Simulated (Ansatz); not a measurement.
Total energies of C3H5ClSi, SMILES `C#C[SiH](C)Cl`.

```xyz
10

C    -1.016    2.408   -0.164
C    -0.484    1.387    0.194
Si    0.293   -0.175    0.715
C     0.214   -1.432   -0.644
Cl    2.258    0.207    1.189
H    -1.482    3.315   -0.476
H    -0.370   -0.645    1.953
H     0.692   -2.363   -0.332
H     0.722   -1.061   -1.536
H    -0.828   -1.641   -0.899
```

Charge 0, multiplicity 1. All single points use the PBE0-D4/def2-TZVP geometry. Basis def2-TZVPP, the Gaussian-basis code of Ansatz.

RPA on PBE orbitals: Hartree–Fock energy of these orbitals -864.98081 Eh, correlation -1.30577 Eh (frozen core).

```tsv
functional	energy without D4 (Eh)	D4 term (kJ/mol)
PBE	-866.59216	-23.0
revPBE	-866.91334	-65.5
BLYP	-867.03439	-50.0
r2SCAN	-866.96577	-5.7
B97M-V	-866.90871	–
PBE0	-866.67232	-19.7
B3LYP	-867.13668	-37.3
r2SCANh	-866.95741	-6.2
BHLYP	-867.02374	-29.5
CAM-B3LYP	-867.04636	-20.2
LC-ωPBE	-866.78915	–
ωB97X-V	-866.94614	–
ωB97M-V	-866.99904	–
B2PLYP	-866.74163	–
```

**Question.** Give the same for LDA (SPW92), r2SCAN0, HSE06 (plane-wave form), PBE-QIDH. (Best estimate.)

**Answer.** Computed: 
```csv
functional,energy without D4 (Eh),D4 term (kJ/mol)
LDA (SPW92),-863.33672,–
r2SCAN0,-866.94585,-6.8
HSE06 (plane-wave form),-866.65100,-18.4
PBE-QIDH,-866.48876,–
```

B3LYP takes the VWN-RPA correlation (the form of Gaussian; ORCA's B3LYP/G). HSE06 is the plane-wave form, built on full-range PBE exchange. The double hybrids freeze the cores in their second-order part.

LC-ωPBE has ω = 0.4 bohr⁻¹.
